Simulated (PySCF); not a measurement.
## Spinor energies of Sb²²⁺ (antimony, charge +22)

Start: [Ar] 3d10 4s1; 4s1/2 filled at m_j = +1/2. Calculated with PySCF 2.14 in an uncontracted even-tempered set (17 s from 1.5 bohr⁻², ratio 2.8; 13 p from 2 bohr⁻², ratio 2.8; 8 d from 3.5 bohr⁻², ratio 2.8; 4 f from 8.7 bohr⁻², ratio 3): generalised Hartree-Fock with the X2C-1e Hamiltonian and a Gaussian nucleus; one run each with spin-orbit coupling (SO) switched off, then screened by Boettger's factors.

```json
{"spinor shell": "1s1/2", "electrons": "2", "ε, spin-free (eV)": "-31316.0", "ε, screened SO (eV)": "-31313.5", "weight of nominal j (screened SO)": "1.000", "rms radius, screened SO (bohr)": "0.0325"}
{"spinor shell": "2s1/2", "electrons": "2", "ε, spin-free (eV)": "-5413.0", "ε, screened SO (eV)": "-5412.3", "weight of nominal j (screened SO)": "1.000", "rms radius, screened SO (bohr)": "0.133"}
{"spinor shell": "2p1/2", "electrons": "2", "ε, spin-free (eV)": "-4921.7", "ε, screened SO (eV)": "-5097.4", "weight of nominal j (screened SO)": "1.000", "rms radius, screened SO (bohr)": "0.115"}
{"spinor shell": "3s1/2", "electrons": "2", "ε, spin-free (eV)": "-1591.6", "ε, screened SO (eV)": "-1591.4", "weight of nominal j (screened SO)": "1.000", "rms radius, screened SO (bohr)": "0.347"}
{"spinor shell": "3p1/2", "electrons": "2", "ε, spin-free (eV)": "-1426.4", "ε, screened SO (eV)": "-1461.0", "weight of nominal j (screened SO)": "1.000", "rms radius, screened SO (bohr)": "0.340"}
{"spinor shell": "3p3/2", "electrons": "4", "ε, spin-free (eV)": "-1426.4", "ε, screened SO (eV)": "-1410.7", "weight of nominal j (screened SO)": "1.000", "rms radius, screened SO (bohr)": "0.351"}
{"spinor shell": "3d3/2", "electrons": "4", "ε, spin-free (eV)": "-1181.1", "ε, screened SO (eV)": "-1187.2", "weight of nominal j (screened SO)": "0.999", "rms radius, screened SO (bohr)": "0.320"}
{"spinor shell": "3d5/2", "electrons": "6", "ε, spin-free (eV)": "-1181.1", "ε, screened SO (eV)": "-1176.8", "weight of nominal j (screened SO)": "0.999", "rms radius, screened SO (bohr)": "0.323"}
{"spinor shell": "4s1/2", "electrons": "1", "ε, spin-free (eV)": "-687.89", "ε, screened SO (eV)": "-687.86", "weight of nominal j (screened SO)": "1.000", "rms radius, screened SO (bohr)": "0.758"}
```

**Question.** Where does 2p3/2 lie, and what is the 2p spin-orbit splitting (screened SO)?

**Answer.** At -4842.2 eV, 255.25 eV above 2p1/2.

| quantity | spin-free | screened SO |
| --- | --- | --- |
| E (hartree) | -6262.53343 | -6264.16792 |
| M_J | 1/2 | 1/2 |
| ⟨J²⟩ | 0.750 | 0.750 |
| ⟨L²⟩ | 0.000 | 0.012 |
| ⟨S²⟩ | 0.750 | 0.763 |

Each row is a mean over spinors that exchange with the open shell spreads, by up to 3.275 eV (3s1/2).

Breit and QED terms are absent; they matter most for the inner s and p1/2 levels.

Densities and radii are taken from the X2C orbitals without a picture-change correction, which distorts them close to the nucleus.

Without spin-orbit coupling the j labels of p, d and f shells carry no meaning; the spin-free column gives the mean over the occupied spinors of each nl shell.
